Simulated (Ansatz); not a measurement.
Start from `C[SiH](C)O[SiH3]` and change one atom or group to get `CO[SiH](C)C`.

Ansatz, PBE0-D4/def2-TZVP geometries, multiplicity 1. Each molecule was computed in one conformer, which needn't be the lowest.

| property | `C[SiH](C)O[SiH3]` |
| --- | --- |
| HOMO energy (ωB97M-V/def2-TZVPP) / eV | -10.57 |
| HOMO–LUMO gap (B3LYP/def2-TZVPP) / eV | 8.15 |
| size of the dipole moment (PBE/def2-TZVPP) / D | 0.97 |
| HOMO–LUMO gap (ωB97M-V/def2-TZVPP) / eV | 12.48 |
| HOMO energy (PBE/def2-TZVPP) / eV | -6.91 |
| size of the dipole moment (B3LYP/def2-TZVPP) / D | 0.91 |

**Question.** Give the same properties after the change, and the shifts. (Estimate.)

**Answer.** The calculation gave: 
```csv
property,`CO[SiH](C)C`,shift
HOMO energy (ωB97M-V/def2-TZVPP) / eV,-10.13,0.44
HOMO–LUMO gap (B3LYP/def2-TZVPP) / eV,8.44,0.29
size of the dipole moment (PBE/def2-TZVPP) / D,0.76,-0.21
HOMO–LUMO gap (ωB97M-V/def2-TZVPP) / eV,12.74,0.26
HOMO energy (PBE/def2-TZVPP) / eV,-6.28,0.63
size of the dipole moment (B3LYP/def2-TZVPP) / D,0.81,-0.10
```

With PBE0 the HOMO rises by 0.52 eV and the LUMO rises by 0.92 eV, so the gap widens by about 0.40 eV. PBE moves the HOMO by 0.63 eV and ωB97M-V by 0.44 eV. Dipoles are sizes alone; their direction can turn.

B3LYP here is the variant with VWN-RPA as its local correlation; programs differ in this.
